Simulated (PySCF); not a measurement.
GeH₄O₂S₂.

```xyz
9

O      0.3059    -1.4338    -1.2276
Ge     0.0000     0.0000    -0.2344
O     -0.3059     1.4338    -1.2276
S     -1.8654    -0.1610     0.9304
S      1.8654     0.1610     0.9304
H     -0.5050    -1.7805    -1.6190
H      0.5050     1.7805    -1.6190
H     -2.3677     0.9273     0.3047
H      2.3677    -0.9273     0.3047
```

Geometry optimised at PBE0-D3(BJ)/def2-SVP. The structure was generated by enumeration, and PubChem lists no compound with its InChIKey, so it may never have been made. One conformer was computed; it need not be the lowest.

Method: PBE/pcSseg-1 (PySCF). Non-relativistic, no solvent.

Computed absolute GIAO shielding of each atom: isotropic value and principal components (ppm):
| atom | σ(iso) | σ11 | σ22 | σ33 | span |
|---|---|---|---|---|---|
| O1 | 211.3 | 163.6 | 192.5 | 277.9 | 114.4 |
| Ge2 | 1130.9 | 1068.7 | 1161.2 | 1162.7 | 94.0 |
| O3 | 211.3 | 163.6 | 192.5 | 277.9 | 114.4 |
| S4 | 644.7 | 545.9 | 578.0 | 810.0 | 264.1 |
| S5 | 644.7 | 545.9 | 578.0 | 810.0 | 264.1 |
| H6 | 29.4 | 21.7 | 24.3 | 42.3 | 20.7 |
| H7 | 29.4 | 21.7 | 24.3 | 42.3 | 20.7 |
| H8 | 29.6 | 21.2 | 27.7 | 39.9 | 18.7 |
| H9 | 29.6 | 21.2 | 27.7 | 39.9 | 18.7 |
